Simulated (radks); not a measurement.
Q: The mean radii <r> (bohr) of the occupied orbitals of an atom or ion are listed with their occupations. Method: non-relativistic Kohn-Sham, PBE, spin-polarised, spherical densities, point nucleus; computed with a radial shooting solver on a logarithmic mesh with Libxc functionals.

| orbital | occ. | <r> |
|---|---|---|
| 1s up | 1 | 0.1672 |

Name the element and its charge. Open shells, if any, are filled with parallel spins first.

A: Z = 9, fluorine, charge +8: F8+ in 1s1. The 1s radius gives Z: for a bare nucleus <r> = 1.5/Z, 0.1667 bohr for Z = 9, and the self-interaction of the functional makes it slightly larger (0.1672 here). The occupations add up to 1, and the charge is Z minus that.
